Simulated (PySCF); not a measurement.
# [ReO3F2]−: from a saddle point downhill

PySCF 2.14.0, RKS B3LYP, Re def2-SVP with ECP60, O def2-SVP, F def2-SVP; non-relativistic Hamiltonian with scalar-relativistic core potentials where named; density fitting; no spin-orbit coupling. Relaxed within the symmetry of its start, the geometry (Cs) is

```xyz
6

Re    0.0598    0.0598    0.0274
O     0.0215    0.0215    1.7459
O     1.7182   -0.1302   -0.4185
O    -0.1302    1.7182   -0.4185
F    -1.8086   -0.1345   -0.5176
F    -0.1345   -1.8086   -0.5176
```

and its lowest harmonic modes are -61, 259, 304, 347, 347, 354 cm⁻¹ (negative: unstable). It was moved along the lowest mode and relaxed again.

Q: Where does it end, and how much lower?

A: In Cs, 0.036 eV lower, after 8 steps:
```xyz
6

Re    0.0488    0.0655    0.0349
O     0.1862   -0.0767    1.7453
O     1.6091   -0.0790   -0.6792
O    -0.2210    1.7672   -0.1260
F    -1.6208   -0.1100   -0.9402
F    -0.2428   -1.8741   -0.1334
```

Q: How do the contacts change?

A: 
```tsv
contact	saddle (Å)	end (Å)
Re1–O2 (O)	1.719	1.722
Re1–O3 (O)	1.728	1.722
Re1–O4 (O)	1.728	1.731
Re1–F5 (F)	1.956	1.941
Re1–F6 (F)	1.956	1.969
```


No frequency check is given for the end.

State: singlet.
